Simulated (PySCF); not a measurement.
A GIAO shielding run with PySCF (density fitting, non-relativistic, gas phase) on SMILES C(C#CC=C)[SiH3], C5H8Si:

```
$ OMP_NUM_THREADS=1 python probes_run.py task.json out

{"job": {"kind": "nmr", "xc": "LC-wPBE", "basis": "pcSseg-1", "pop": false}, "charge": 0, "multiplicity": 1}
C      3.102041     0.923779    -0.247946
C      2.288543     0.697432     0.794792
C      1.047188     0.007388     0.725695
C     -0.014764    -0.587294     0.698023
C     -1.307395    -1.235608     0.631629
Si    -2.655655    -0.031002     0.039111
H      2.850485     0.576942    -1.253362
H      4.042079     1.464008    -0.115369
H      2.578767     1.063809     1.787459
H     -1.604131    -1.630399     1.618733
H     -1.283514    -2.094141    -0.062005
H     -3.966270    -0.749688    -0.015262
H     -2.313495     0.475702    -1.321743
H     -2.760304     1.114655     0.989019
```

Hardware: 1 thread of an Arm Neoverse V1, shared host.

(1) How large is the calculation?

(2) How long does it take, and how much memory does it need?

(3) And these other runs on the same molecule and hardware: GIAO shielding at B97-2/pcSseg-1; GIAO shielding at BHandHLYP/pcSseg-1; GIAO shielding at CAM-B3LYP/pcSseg-1; GIAO shielding at PBE0/6-31G; GIAO shielding at PBE0/STO-3G; GIAO shielding at PBE0/pcSseg-1?

## Answers

(1) 52 electrons, 149 basis functions and 792 auxiliary functions.

(2) 24 s of wall time, with 14 SCF cycles and 7 response iterations; peak memory 0.82 GiB. Times on a shared host scatter by some tens of per cent.

(3) B97-2/pcSseg-1: 149 functions, 12 s; BHandHLYP/pcSseg-1: 149 functions, 12 s; CAM-B3LYP/pcSseg-1: 149 functions, 17 s; PBE0/6-31G: 74 functions, 6.8 s; PBE0/STO-3G: 42 functions, 3.7 s; PBE0/pcSseg-1: 149 functions, 12 s.
